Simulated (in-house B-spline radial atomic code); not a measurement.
A fraction x of an electron is removed from 5p in the barium ion Ba⁵⁺, starting from [Kr] 4d10 5s2 5p3 and keeping the highest spin. All numbers are computed (scalar-relativistic (X2C) LDA PW92, spin-polarised, spherical fractional occupations; Fermi nucleus of rms radius 4.8378 fm) with a B-spline radial code for spherical atoms, not measured.

```
   x  E(x) - E(0) (eV)  5p up level (eV)
   0            0.0000           -67.743
 0.1            6.8366           -68.990
0.21           14.5012           -70.366
0.37           25.9204           -72.375
0.44           31.0175           -73.257
 0.5           35.4357           -74.015
0.55           39.1522           -74.647
0.68           48.9633           -76.294
0.84           61.3331           -78.329
0.97           71.6237           -79.988
   1           74.0291           -80.372
```

The exact functional would give a straight line between the two integer points. Deviations E(x) - E(0) - x[E(1) - E(0)], in eV: -0.566 at x = 0.1, -1.045 at x = 0.21, -1.47 at x = 0.37, -1.555 at x = 0.44, -1.579 at x = 0.5, -1.564 at x = 0.55, -1.376 at x = 0.68, -0.851 at x = 0.84, -0.185 at x = 0.97.

The curve lies below the straight line by up to 1.579 eV (at x = 0.5): convex, the delocalisation error that favours fractional charges.

(1) How well does Slater's transition state (minus the level at half occupation) give the ionisation energy?

Answers

(1) It gives 74.015 eV against 74.029 eV from the two total energies; NIST lists 71.00 eV, ground level to ground level.
